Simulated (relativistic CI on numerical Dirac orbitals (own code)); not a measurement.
Yb⁴⁺: 4s photoemission

Computed with this model: Dirac-Coulomb-Breit CI, separate exchange-only KLI orbitals for each configuration, a model potential for QED, valence Slater integrals scaled by 0.8, multiplet model of photoemission in the sudden approximation; configurations [Xe] 4f12 → [Ar] 3d10 4s 4p6 4d10 4f12 5s2 5p6; 80 K; Lorentzian 3 eV and Gaussian 0.7 eV FWHM. Energies are those of the free ion, without screening or charge transfer. The energies are binding energies and can lie tens of eV above those of solids. Without intra-shell correlation the exchange splitting of an s hole comes out too large, often by half or more. S is read from ⟨S²⟩ = S(S + 1).

free ion: ground-state S = 0.99, centroid 554.97 eV. Peaks (eV, height): 553.4 (100), 558.6 (47).

Strongest unbroadened transitions for free ion:

| Energy (eV) | Relative strength |
| --- | --- |
| 553.29 | 100.0 |
| 554.13 | 33.8 |
| 558.67 | 49.2 |
| 559.83 | 0.1 |
| 559.95 | 2.8 |
